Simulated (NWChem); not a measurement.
C$_{2}$H$_{6}$BBr; SMILES CB(C)Br

This build's default masses of Se (78.918 u) and Br (79.917 u) are each other's, which moves their modes by up to 0.6 %.

Question: Give the equilibrium geometry at PBE0/def2-SVP (NWChem) as a Z-matrix, with the point group.

Answer: point group C1; any orientation.
```
B
C 1 1.5623
H 2 1.0983 1 114.67
H 2 1.1015 3 110.07 1 127.61
H 2 1.1074 3 106.95 4 114.71
C 1 1.5627 2 123.92 3 156.54
H 6 1.0988 1 114.27 2 151.92
H 6 1.1011 7 110.06 1 127.77
H 6 1.1073 7 106.58 8 114.90
Br 1 1.9359 2 118.15 3 -23.47
```
